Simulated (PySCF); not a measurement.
# Reading the logs of faulty runs: B2ClGeH4 cation

These are calculations, not measurements. They come from PySCF 2.14.0, an open-source quantum chemistry program, on an isolated molecule that a program drew, which may never have been made. The molecule is B2ClGeH4 cation (charge +1, singlet), drawn as the SMILES string `[BH2][GeH2][B+]Cl`.

Each row is a Hartree-Fock (HF) and frozen-core CCSD(T) single point in the cc-pV(D+d)Z basis, meant for a local HF minimum. Run 1 is clean. Each other run has one planted mistake out of seven kinds, and not every kind appears here: one electron removed, one electron added, multiplicity raised by two, geometry at a saddle point, minimal basis STO-3G, one bond length entered in bohr, all coordinates scaled. The reference is restricted for singlets and unrestricted otherwise, and also for a bond in bohr. Adding or removing an electron swaps singlet and doublet. Electrons count all cores. HOMO and LUMO are orbital energies over both spins, the gradient is its largest component, and the lowest frequency (negative if imaginary) is given only where the gradient is small. Bond lengths are over the 7 bonds as drawn. T1 is the CCSD diagnostic: over 0.02 (restricted) or 0.045 (unrestricted) a single reference is doubtful. Germanium has the cc-pVDZ-PP basis, with a core potential (ECP10MDF) in place of its 10 inner electrons, and its 3s, 3p and 3d shells are frozen in CCSD(T).

Geometry of the clean run:
```xyz
8
B2ClGeH4 cation, angstrom
B    -2.1122    0.5265   -0.6118
Ge   -0.9452    1.5105   -2.0495
B     0.0300    0.0543   -3.2903
Cl    0.7694   -1.0497   -4.2313
H    -2.1595   -0.6615   -0.5626
H    -2.7138    1.2255    0.1397
H    -1.6892    2.2971   -3.1210
H     0.2758    2.2680   -1.5433
```

```
run,electrons,basis functions,<S^2>,HOMO (eV),LUMO (eV),gradient (hartree/bohr),lowest frequency (cm^-1),mean bond (Å),longest bond (Å),T1,HF (hartree),CCSD(T) (hartree),mistake
1,62,94,0.000,-16.08,-4.18,2.8e-05,91,1.6141,2.147,0.0168,-804.29160,-804.73108,no fault
2,61,94,0.761,-23.53,-13.75,6.4e-02,-,1.6141,2.147,0.0206,-803.74508,-804.16337,one electron removed
3,62,94,0.905,-14.25,-5.11,8.9e-03,-,1.8077,2.879,0.0314,-804.19718,-804.62080,one bond length entered in bohr
4,62,94,0.000,-15.85,-4.28,3.1e-02,-,1.6883,2.246,0.0180,-804.27889,-804.72156,all coordinates scaled
5,63,94,0.765,-5.28,0.04,2.5e-02,-,1.6141,2.147,0.0870,-804.44448,-804.90428,?
6,62,94,2.014,-11.96,-7.13,3.7e-02,-,1.6141,2.147,0.0225,-804.14281,-804.57809,?
```

**Which mistake was planted in run 5, and what did it cost?**

It counts 63 electrons, one more than the clean run, at the same geometry and basis. So the mistake is: one electron added. Subtracting run 1 and multiplying by 627.51 kcal/mol a hartree, the energy moved by -95.9 kcal/mol in HF and -108.7 kcal/mol in CCSD(T).

**Which mistake was planted in run 6, and what did it cost?**

Electrons, basis and geometry are unchanged, and <S^2> is 2.014, beside S(S+1) = 2.00 for a multiplicity of 3. So the mistake is: multiplicity raised by two. Subtracting run 1 and multiplying by 627.51 kcal/mol a hartree, the energy moved by 93.4 kcal/mol in HF and 96.0 kcal/mol in CCSD(T).

Cautions from the logs. Run 5: T1 is over the limit, so its CCSD(T) energy is less reliable.
